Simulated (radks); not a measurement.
Results of a calculation; reference values are marked as such.
Ionisation of neutral europium, [Xe] 4f7 6s2, to Eu+, [Xe] 4f7 6s1, under several functionals. Dirac Kohn-Sham, spin-unpolarised, spherical densities, point nucleus; open shells are shared between the two j in proportion to 2j + 1; a radial shooting solver on a logarithmic mesh with Libxc functionals.

functional                               E(Eu) (hartree)  Exc (hartree)  IE (eV)  -e(HOMO) (eV)  <r> HOMO (bohr)  IE error (eV)
BP86                                         -10853.7349      -244.7858    6.192          2.557           0.9893         +0.521
LDA (Slater exchange, VWN5 correlation)      -10844.7900      -235.7542    6.221          2.650           0.9875         +0.551
XLYP                                         -10853.7205      -244.7637    5.984          2.236           0.9913         +0.314
exchange-only B88                            -10849.6875      -240.6812    5.448          1.455           0.9975         -0.222
revPBE                                       -10852.4492      -243.4878    5.940          2.422           0.9883         +0.269
PW91                                         -10853.4406      -244.4941    6.056          2.500           0.9884         +0.385
RPBE                                         -10852.5647      -243.6042    5.922          2.428           0.9881         +0.251
Wu-Cohen GGA                                 -10851.2154      -242.2446    6.021          2.471           0.9886         +0.351
B86b exchange with PBE correlation           -10853.1352      -244.1812    6.047          2.455           0.9889         +0.376

NIST Atomic Spectra Database: 5.670 eV (measured). Closest: exchange-only B88. The Delta-SCF values span 0.77 eV, the total energies 8.94 hartree. The highest occupied level is 4f7/2. Spin polarisation and multiplet splitting are left out, so open shells lie too high by an amount that depends on their filling. Sharing an open shell by 2j + 1 raises it above the true ground level by a part of the spin-orbit splitting, which enters the differences from NIST.

Beside tabulated values, note that spin-unpolarised runs miss the spin-polarisation part of the exchange energy of open shells.
